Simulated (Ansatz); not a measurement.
A nudged elastic band was laid between two geometries of AlH5N2O + H3P (13 atoms, charge 0, multiplicity 1).

Method: RKS B3LYP/6-31G* in Ansatz.

```
movable images  : 5
climbing image  : yes
spring          : 5.0 eV/Å²
optimiser       : quadratic models (default)
start path      : through a guess of the saddle point
force threshold : 0.03 eV/Å
iteration limit : 60
end points      : relaxed
```

Image 0:

```xyz
13
Properties=species:S:1:pos:R:3
Al -0.009 -0.459 -0.188
O 0.000 -0.416 1.532
H -0.820 -0.299 2.027
N 1.577 -0.507 -0.985
H 1.740 -0.602 -1.978
H 2.454 -0.484 -0.482
N -1.525 -0.432 -1.124
H -2.457 -0.517 -0.741
H -1.571 -0.363 -2.133
P -0.011 3.521 2.038
H 1.393 3.731 2.155
H -0.026 3.822 0.646
H 0.124 2.118 1.829
```

Image 6:

```xyz
13
Properties=species:S:1:pos:R:3
Al 0.175 0.706 0.068
O -0.260 -0.372 1.764
H -1.096 -0.608 1.252
N 1.651 0.091 -0.748
H 1.737 -0.818 -1.187
H 2.571 0.489 -0.606
N -1.457 -0.009 -0.486
H -1.473 -0.615 -1.303
H -2.251 0.622 -0.570
P 0.088 2.912 0.943
H 1.480 2.997 1.252
H 0.227 3.560 -0.319
H -0.523 0.158 2.536
```

(1) What changes between the two ends?

(2) What energy profile does the band end with?

(3) What is the geometry of the highest image?

The band took 31 iterations and roughly 13 core-minutes.

Answers

(1) Bonds broken: P10–H13. Bonds formed: Al1–P10, O2–H13. AlH5N2O + H3P becomes AlH8N2OP.

(2) The run converged. The highest image is number 3 of 0 to 6, 25.8 kcal/mol above the first end and 20.2 kcal/mol above the last; the last end lies 5.5 kcal/mol above the first. A vibrational analysis at the climbing image gives 2 clearly imaginary modes (1145i, 57i cm⁻¹): a point of higher order. A lower path may pass nearby, or the ends, which weren't checked, may share the extra mode. The orbitals stay closed-shell, which can raise the energy where a bond breaks towards radicals; this wasn't checked here.

```csv
image,path coordinate (Å),energy (kcal/mol),P10–H13 (Å),Al1–P10 (Å),O2–H13 (Å)
0,0.00,0.0,1.42,4.56,2.55
1,1.97,0.2,1.42,4.43,2.58
2,3.94,0.5,1.43,3.69,2.60
3,5.90,25.8,1.80,2.59,1.26
4,7.84,7.6,3.00,2.39,0.97
5,9.78,6.2,3.39,2.38,0.97
6,11.72,5.5,3.24,2.37,0.97
```

(3) 
```xyz
13
Properties=species:S:1:pos:R:3
Al 0.113 0.243 -0.105
O 0.205 -0.036 1.733
H -0.584 -0.363 2.199
N 1.568 -0.128 -1.063
H 1.570 -0.806 -1.815
H 2.450 0.364 -1.027
N -1.528 -0.135 -0.711
H -2.350 -0.312 -0.148
H -1.805 0.053 -1.667
P 0.334 2.713 0.637
H -0.732 3.207 1.431
H 1.402 3.091 1.490
H 0.226 1.220 1.644
```

Run time: 6.5 min on 2 threads of Arm Neoverse V2 (shared host), peak memory 0.22 GiB.
